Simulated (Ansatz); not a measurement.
Two members of one family (Same ligands, another metal), computed with Ansatz in the gas phase. The two geometries come from different levels. HOMO and LUMO are taken over both spins. Binding counts from free atoms in the multiplicity of their measured ground term, without zero-point energy. Singlets are spin-restricted. The spins of the ions were chosen, not always searched. A dash marks a value that wasn't run or was left out as unsound. The structures are stationary points that may keep the symmetry of their start. Remarks come from the PBE and PBE0 runs and from stability tests at other levels; not every state was tested. A HOMO above zero means that the electron is unbound at that level and held by the basis, or that self-interaction error raises the level; the energy of removing that electron tells which. HOMO above LUMO (over both spins in singlets and doublets, within one spin in higher multiplets; at PBE or PBE0), or a gap under 0.15 eV within one spin, warns that the state may not be the lowest or that an electron is smeared out.

First: NiF2 (triplet, charge 0, PBE-D4/def2-TZVP geometry; reduced ion doublet).

```tsv
atom	x (Å)	y (Å)	z (Å)
Ni1	0.0000	0.0000	0.0000
F2	-0.2488	1.6344	-0.4418
F3	0.2488	-1.6344	0.4418
```

```json
{"level": "PBE-D4/def2-SVP", "HOMO (eV)": "-6.64", "LUMO (eV)": "-5.73", "gap (eV)": "0.91", "vertical EA (eV)": "–", "binding per atom (eV)": "3.47"}
{"level": "PBE-D4/def2-TZVPD", "HOMO (eV)": "-7.35", "LUMO (eV)": "-6.54", "gap (eV)": "0.81", "vertical EA (eV)": "2.28", "binding per atom (eV)": "3.27"}
{"level": "revPBE-D4/def2-TZVP", "HOMO (eV)": "-7.20", "LUMO (eV)": "-6.33", "gap (eV)": "0.87", "vertical EA (eV)": "–", "binding per atom (eV)": "3.09"}
{"level": "r2SCAN-D4/def2-TZVPD", "HOMO (eV)": "-7.94", "LUMO (eV)": "-6.01", "gap (eV)": "1.93", "vertical EA (eV)": "2.07", "binding per atom (eV)": "3.23"}
{"level": "PBE0-D4/def2-SVP", "HOMO (eV)": "-9.23", "LUMO (eV)": "-3.86", "gap (eV)": "5.37", "vertical EA (eV)": "–", "binding per atom (eV)": "3.09"}
```

Metal–donor distances: 2 × F 1.71 Å. Remarks: HOMO above LUMO (singlet), restricted SCF unstable (singlet), HOMO above zero (-1 doublet).

Second: MnF2 (sextet, charge 0, PBE0-D4/def2-TZVP geometry; reduced ion quintet).

```xyz
3

Mn    0.003    0.000   -0.003
F     0.771    1.305    0.954
F    -0.775   -1.304   -0.951
```

Question: Estimate the same table for the second.

Answer: 
```csv
level,HOMO (eV),LUMO (eV),gap (eV),vertical EA (eV),binding per atom (eV)
PBE-D4/def2-SVP,-6.16,-3.61,2.55,–,3.65
PBE-D4/def2-TZVPD,-6.88,-4.31,2.57,1.15,3.72
revPBE-D4/def2-TZVP,-6.72,-4.12,2.61,–,3.56
r2SCAN-D4/def2-TZVPD,-7.40,-3.37,4.03,0.90,3.61
PBE0-D4/def2-SVP,-8.34,-2.37,5.96,–,3.32
```

Metal–donor distances: 2 × F 1.79 Å. Remarks: spin-contaminated (⟨S²⟩ up to 2.61) (doublet), spin-contaminated (⟨S²⟩ up to 4.65) (quartet), HOMO above zero (-1 quintet), spin-contaminated (⟨S²⟩ up to 6.28) (-1 quintet).
